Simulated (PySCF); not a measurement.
Computed IR spectrum (relative IR intensity) of a molecule C2H7BO3. The structure is a stationary point at PBE0-D3(BJ)/def2-SVP. The values are those of a single conformer. All values below come from PBE0-D3(BJ)/def2-SVP (PySCF). No scaling factor is applied to the harmonic values.

Lines under 2 % of the strongest are left out, and lines within 2 cm⁻¹ are merged.

```csv
ν (cm⁻¹),relative intensity
392,7.2
455,13
475,48
679,18
925,51
948,4.0
1016,27
1115,2.4
1173,12
1199,15
1368,8.5
1412,32
1441,96
1458,8.8
1474,18
1481,36
1537,100
3058,16
3114,5.7
3158,5.7
3165,5.8
3953,5.9
3964,33
```

Task: Which molecule gave these data?
(A) OCCB(O)O
(B) C[C@H](O)B(O)O
(C) COCB(O)O
(D) CCOB(O)O

Result: D, CCOB(O)O
